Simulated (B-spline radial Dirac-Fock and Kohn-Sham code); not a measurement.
## The Ce-like isoelectronic sequence (58 electrons), Z = 58 to 73

The computed values come from a B-spline atomic structure program: Dirac-Fock (average of configuration) total-energy differences with a finite nucleus, the Breit interaction including its frequency dependence, and self-energy and vacuum-polarisation corrections. Binding energies in eV, tabulated ground configurations. The model has no electron correlation.

```
  ion          configuration   3p1/2   3p3/2  4d3/2     4f  outermost level  NIST ionisation energy
   Ce       [Xe] 4f1 5d1 6s2  1285.9  1197.5  122.1  10.05        4.76 (6s)                       –
  Pr⁺           [Xe] 4f3 6s1  1348.6  1252.4  128.0  10.67        9.84 (6s)           10.631 ± 0.02
 Nd²⁺               [Xe] 4f4  1423.3  1318.9  142.4  18.68       18.68 (4f)            22.09 ± 0.04
 Pm³⁺               [Xe] 4f4  1513.8  1400.5  168.8  37.77       37.77 (4f)            41.17 ± 0.09
 Sm⁴⁺               [Xe] 4f4  1608.9  1486.2  197.8  59.52       59.52 (4f)              62.7 ± 0.4
 Eu⁵⁺  [Kr] 4d10 4f5 5s2 5p5  1698.7  1566.0  222.3  77.11       77.11 (4f)                       –
 Gd⁶⁺  [Kr] 4d10 4f6 5s2 5p4  1791.4  1648.0  248.0  95.76       95.76 (4f)                       –
 Tb⁷⁺  [Kr] 4d10 4f7 5s2 5p3  1886.9  1732.3  274.8  115.4       115.4 (4f)                       –
 Dy⁸⁺  [Kr] 4d10 4f8 5s2 5p2       ?       ?      ?      ?                ?                       ?
 Ho⁹⁺  [Kr] 4d10 4f9 5s2 5p1  2087.4  1907.7  332.1  157.9       157.9 (4f)                       –
Er¹⁰⁺     [Kr] 4d10 4f10 5s2  2192.1  1998.9  362.6  180.7       180.7 (4f)                201 ± 10
Tm¹¹⁺     [Kr] 4d10 4f10 5s2  2311.4  2103.8  402.6  212.8       212.8 (4f)                239 ± 12
Yb¹²⁺     [Kr] 4d10 4f10 5s2  2435.2  2212.4  444.7  247.0       247.0 (4f)                       –
Lu¹³⁺     [Kr] 4d10 4f10 5s2  2563.3  2324.4  488.8  283.1       283.1 (4f)                       –
Hf¹⁴⁺     [Kr] 4d10 4f11 5s1  2683.1  2427.0  526.1  312.1       312.1 (4f)                       –
Ta¹⁵⁺     [Kr] 4d10 4f11 5s1  2819.3  2545.2  573.6  351.4       351.4 (4f)                       –
```

Question: Fill in the row of Dy⁸⁺.

Answer: 3p1/2 1985.7, 3p3/2 1818.9, 4d3/2 302.9, 4f 136.2, outermost 136.2 (4f), NIST – eV.

NIST's values are for the lowest levels; a dash marks a value that is missing or belongs to another shell. Their kind here: measured, semi-empirical, theoretical. Where a p, d or f shell is open in either ion the computed value averages over both j values and all terms, while the table refers to the lowest levels; that difference holds spin-orbit splitting (largest in heavy or highly charged ions), term energies where several electrons share open shells, and correlation, and it can reach 10 % or more.
